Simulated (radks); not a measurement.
Results of a calculation; reference values are marked as such.
Ge IV, configuration [Ar] 3d10 4s1. Code: a radial shooting solver on a logarithmic mesh with Libxc functionals. Model: scalar-relativistic Kohn-Sham, r2SCAN, spin-unpolarised, spherical densities, finite nucleus; meta-GGA in the generalised Kohn-Sham scheme; Fermi nuclear charge, rms radius 4.0742 fm.

Local quantities along the radius. ELF = 1/(1 + alpha^2) is the electron localisation function; alpha = (tau - tau_W)/tau_unif compares the Pauli kinetic energy density with that of the uniform gas. tau is taken from the large components.

| r (bohr) | ELF | alpha |
|---|---|---|
| 0.002048 | 1.000 | 0.01834 |
| 0.002645 | 1.000 | 0.01877 |
| 0.003444 | 1.000 | 0.01967 |
| 0.004485 | 1.000 | 0.02121 |
| 0.005839 | 0.999 | 0.02363 |
| 0.007543 | 0.999 | 0.02729 |
| 0.009822 | 0.999 | 0.03329 |
| 0.01279 | 0.998 | 0.04329 |
| 0.01665 | 0.996 | 0.06105 |
| 0.02151 | 0.991 | 0.09389 |
| 0.02801 | 0.974 | 0.1650 |
| 0.03648 | 0.902 | 0.3297 |
| 0.04712 | 0.674 | 0.6960 |
| 0.06135 | 0.361 | 1.330 |
| 0.07989 | 0.302 | 1.519 |
| 0.104 | 0.520 | 0.9617 |
| 0.1344 | 0.749 | 0.5783 |
| 0.175 | 0.791 | 0.5145 |
| 0.2278 | 0.560 | 0.8861 |
| 0.2967 | 0.234 | 1.807 |
| 0.3832 | 0.383 | 1.269 |
| 0.499 | 0.710 | 0.6396 |
| 0.6498 | 0.772 | 0.5440 |
| 0.8461 | 0.652 | 0.7300 |
| 1.093 | 0.369 | 1.307 |
| 1.423 | 0.155 | 2.336 |
| 1.853 | 0.145 | 2.433 |
| 2.394 | 0.263 | 1.675 |
| 3.117 | 0.380 | 1.278 |
| 4.059 | 0.285 | 1.583 |
| 5.285 | 0.058 | 4.030 |

On this mesh the ELF has minima near r = 0.070, 0.30, 1.6 bohr, which separate the shells, and maxima near 0.15 (0.80), 0.65 (0.77), 3.1 (0.38).
